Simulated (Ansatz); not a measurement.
C$_{2}$H$_{5}$O$_{2}$ (SMILES CC(O)=[OH+]), charge +1, singlet, geometry from GFN2-xTB; RPA/def2-SVP (Ansatz, a program for electronic structure).

The Ansatz input:
Ansatz 0.2 input:
```yaml
crystal:
  periodic: [false, false, false]
  atoms:
    - {symbol: C, position_ang: [-0.05075687, 0.03312616, -0.00106988]}
    - {symbol: O, position_ang: [0.11377432, 1.30478316, -0.05777828]}
    - {symbol: O, position_ang: [-1.23877575, -0.41055690, 0.02708311]}
    - {symbol: H, position_ang: [-1.95695509, 0.25637179, 0.00329567]}
    - {symbol: C, position_ang: [1.04903561, -0.93384435, 0.03298616]}
    - {symbol: H, position_ang: [2.03083415, -0.46821058, 0.00540150]}
    - {symbol: H, position_ang: [0.96274621, -1.55815232, 0.92681972]}
    - {symbol: H, position_ang: [0.94995395, -1.63357894, -0.80169884]}
    - {symbol: H, position_ang: [1.02375979, 1.65406907, -0.07975445]}
basis:
  gaussian:
    orbitals: def2-SVP
total_charge: 1
magnetization: {spin_polarized: false}
correlation: {method: rpa}
```

Output, abridged:

```
Functional definition: HF
811 factors; integrals over basis functions are off by at most 1.5e-3 eV
mean field evaluation 1: about -6198.5284 eV, gradient 4.9e1 eV
mean field evaluation 2: about -6198.5324 eV, gradient 4.9e1 eV
mean field evaluation 4: about -6203.0551 eV, gradient 3.6e0 eV
mean field evaluation 8: about -6203.0963 eV, gradient 2.2e-4 eV
mean field -6203.09625325 eV, -227.9595826974 hartree, gradient 1.2e-6 eV, S^2 0.000000; 0 other end points of the search recorded, 0 dependent functions left out
4 core orbitals not correlated
reference -6203.09625325 eV, -227.9595826974 hartree; 12, 12 occupied and 65, 65 virtual orbitals, 811 factors
Total energy: -6222.41738342 eV, -228.6696211346 hartree
```
